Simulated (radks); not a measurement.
Valence configurations of the argon ion Ar2+ (all share [Ne]). Calculated with a radial shooting solver on a logarithmic mesh with Libxc functionals: scalar-relativistic Kohn-Sham, r2SCAN, spin-polarised, spherical densities, finite nucleus; open shells are filled with parallel spins first; meta-GGA in the generalised Kohn-Sham scheme; Fermi nuclear charge, rms radius 3.4274 fm. Energies are relative to 3s2 3p4; eigenvalues in eV for spin up.

| valence | E (eV) | moment (Bohr magnetons) | e(3p) | e(3s) |
|---|---|---|---|---|
| 3s2 3p4 | 0.000 | 2 | -37.166 | -53.128 |
| 3s1.5 3p4.5 | 7.867 | 2 | -37.488 | -53.507 |
| 3s1 3p5 | 15.674 | 2 | -37.817 | -53.897 |
| 3s0.5 3p5.5 | 24.997 | 1 | -37.407 | -53.432 |
| 3p6 | 33.419 | 0 | -36.869 | - |

NIST lists [Ne] 3s2 3p4 as the ground configuration; this level of theory agrees among the configurations tried. The energies are those of spherical high-spin densities, not of single terms.
